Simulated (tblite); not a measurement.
Species: ClH9Si4.
SMILES: `[SiH3][Si](Cl)([SiH3])[SiH3]`

Method: GFN2-xTB as coded in tblite; computed harmonic values from a numerical Hessian at the method's own geometry, unscaled. The method is semi-empirical: single wavenumbers can be off by several per cent or more. Modes of hydrogen on silicon can be 10 to 20 % off.

Harmonic wavenumbers (cm⁻¹): 43.1, 46.5, 52.3, 75.2, 75.3, 96.9, 121.6, 121.7, 297.4, 380.9, 381.1, 388.2, 400.4, 409.1, 409.6, 460.1, 485.2, 485.6, 747.1, 747.6, 792.1, 793.0, 805.8, 805.9, 816.5, 817.2, 832.1, 2224.2, 2226.9, 2228.0, 2231.5, 2231.6, 2236.2, 2240.4, 2240.5, 2243.7.

A = 1121, B = 1120, C = 986.9 MHz; mass 155.947 u (most abundant isotopes); point group C3v, symmetry number 3.

Zero-point energy?

½Σν̃ = 15995 cm⁻¹ = 45.73 kcal/mol.

What is S at 273.15 K and 1 bar for an ideal gas of classical rigid rotors and harmonic oscillators?

Translation 40.63, rotation 27.50, vibration 40.81: S = 108.9 cal/(mol K).

And Cp and H(273.15 K) − H(0)?

Cp = 42.18 cal/(mol K), of which vibrations give 34.23 (their classical limit is 36 R = 71.5); H(273.15 K) − H(0) = 7.55 kcal/mol without the zero-point energy, 5.38 from vibrations.

How do the functions run with temperature in this model?

```json
{"T (K)": "100", "S (cal/(mol K))": "76.6", "Cp (cal/(mol K))": "24.3", "H − H(0) (kcal/mol)": "1.71", "G − H(0) (kcal/mol)": "-5.95", "ln q(vib)": "3.66"}
{"T (K)": "200", "S (cal/(mol K))": "96.8", "Cp (cal/(mol K))": "35.5", "H − H(0) (kcal/mol)": "4.70", "G − H(0) (kcal/mol)": "-14.67", "ln q(vib)": "7.87"}
{"T (K)": "300", "S (cal/(mol K))": "113.0", "Cp (cal/(mol K))": "44.2", "H − H(0) (kcal/mol)": "8.71", "G − H(0) (kcal/mol)": "-25.18", "ln q(vib)": "11.58"}
{"T (K)": "500", "S (cal/(mol K))": "138.2", "Cp (cal/(mol K))": "54.4", "H − H(0) (kcal/mol)": "18.68", "G − H(0) (kcal/mol)": "-50.43", "ln q(vib)": "18.06"}
{"T (K)": "800", "S (cal/(mol K))": "165.9", "Cp (cal/(mol K))": "63.3", "H − H(0) (kcal/mol)": "36.45", "G − H(0) (kcal/mol)": "-96.28", "ln q(vib)": "25.98"}
{"T (K)": "1000", "S (cal/(mol K))": "180.5", "Cp (cal/(mol K))": "67.2", "H − H(0) (kcal/mol)": "49.53", "G − H(0) (kcal/mol)": "-130.96", "ln q(vib)": "30.42"}
```

q(vib) and H(0) count from the zero-point level.

Blend soft modes into free rotors: weight 1/[1 + (100 cm⁻¹/ν̃)⁴] for the oscillator and the rest for a rotor with moment μB/(μ + B), μ = h/(8π²ν), B = 10⁻⁴⁴ kg m². What vibrational entropy results?

35.58 cal/(mol K) in place of 40.81, which changes −T·S at 273.15 K by +1.43 kcal/mol.

Hindered rotation and anharmonicity are outside this model.
